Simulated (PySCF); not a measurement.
Löwdin shares of the frontier orbitals

Species: (KF)2 ring, K₂F₂.
Cartesian coordinates in Å at the PBE0-D3(BJ)/def2-SVP level; atoms count from 1:
```
atom  x, y, z in Å
K1    -1.0474   -0.7082    1.1925
F2     0.9130    0.5627    1.1337
K3     1.0478    0.7082   -1.1923
F4    -0.9133   -0.5627   -1.1339
```

Method used: PySCF 2.14.0, density-fitted response routines, TDDFT B3LYP/def2-SVPD, vertical, gas phase, core orbitals frozen in the response.

Frontier orbitals with the atoms that hold most of them (Löwdin shares over 4%, at most four atoms; ? is withheld):

| orbital | ε (eV) | atoms |
| --- | --- | --- |
| LUMO+2 | 0.40 | K3 49%, K1 49% |
| LUMO+1 | -0.36 | K1 49%, K3 49% |
| LUMO | -0.64 | K3 49%, K1 49% |
| HOMO | -6.78 | ? |
| HOMO-1 | -6.89 | ? |
| HOMO-2 | -6.98 | F4 48%, F2 46% |
| HOMO-3 | -6.99 | F2 48%, F4 47% |

(1) Give the leading atoms of the HOMO.

(2) Which atoms hold the HOMO-1, and with what shares?

(3) How does S1 compare with the orbital gap of 6.14 eV?

(4) One configuration dominates each of S1, S2, S7 and S8. Which, and how do the shares of the two leading atoms of either orbital change from the occupied to the empty one?

Answers

(1) F4 (bonded to 2 K) 49%; F2 (bonded to 2 K) 48%.

(2) F4 (bonded to 2 K) 49%; F2 (bonded to 2 K) 48%.

(3) S1 is at 5.39 eV (f = 0.029), 0.75 eV below the gap, made of HOMO→LUMO (98%). Without the coupling terms of the response equations the lowest excitation would equal the gap.

(4) 
- S1 (5.39 eV, f 0.029), HOMO→LUMO (98%): F4 49% → at most 3%, F2 48% → at most 3%, K3 at most 4% → 49%, K1 at most 4% → 49%
- S2 (5.48 eV, f 0.0000), HOMO-1→LUMO (98%): F4 49% → at most 3%, F2 48% → at most 3%, K3 at most 4% → 49%, K1 at most 4% → 49%
- S7 (5.72 eV, f 0.0000), HOMO→LUMO+1 (98%): F4 49% → at most 3%, F2 48% → at most 3%, K1 at most 4% → 49%, K3 at most 4% → 49%
- S8 (5.83 eV, f 0.0000), HOMO-1→LUMO+1 (98%): F4 49% → at most 3%, F2 48% → at most 3%, K1 at most 4% → 49%, K3 at most 4% → 49%

Löwdin shares depend on the basis, the more so with diffuse functions.
